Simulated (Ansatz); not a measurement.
Gas-phase electronic energies from Ansatz, PBE0-D4/def2-TZVP geometries. CCSD(T)/CBS is the MP2 limit (def2-TZVPP, def2-QZVPP) plus CCSD(T) − MP2 in def2-TZVPP, frozen cores. This one scheme is used for every species. DFT in def2-TZVPP. B3LYP here is the variant with VWN-RPA as its local correlation; programs differ in this. def2 core potentials past Kr. For I outer-core shells are correlated without core-valence functions, which leaves a few kJ/mol of doubt a bond. One conformer a species, not always the lowest.

Reaction (substitution at a C–Cl bond): `C=CC(=C)Cl` + HI → `C=CC(=C)I` + HCl

```
             level  ΔE (kJ/mol)  difference from CCSD(T)/CBS
            PBE-D4         -7.2                          8.7
         r2SCAN-D4         -5.0                         10.9
           PBE0-D4         -6.1                          9.8
          B3LYP-D4         -7.6                          8.3
           ωB97X-V         -3.9                         12.0
           ωB97M-V         -5.3                         10.6
            B2PLYP         -8.3                          7.6
            r2SCAN         -4.4                         11.5
              PBE0         -3.3                         12.6
             B3LYP         -2.1                         13.8
SCS-MP2/def2-TZVPP        -16.4                         -0.5
   CCSD/def2-TZVPP        -11.0                          4.9
CCSD(T)/def2-TZVPP        -13.5                          2.4
     HF/def2-QZVPP          1.5                         17.4
SCS-MP2/def2-QZVPP        -17.9                         -2.0
    CCSD/CBS(def2)        -13.4                          2.5
       CCSD(T)/CBS        -15.9                            0
```

Largest T1 diagnostic among the species: 0.011.

In def2-TZVPP, CCSD(T) changes the Hartree–Fock value by −15.6 kJ/mol (the triples alone add −2.4 kJ/mol) and MP2 by −22.5 kJ/mol. The D4 term adds −5.5 kJ/mol with B3LYP and −2.9 kJ/mol with PBE0; it sums over pairs of atoms, weighted by their polarisabilities, and B3LYP, whose exchange is more repulsive, gets the larger term.
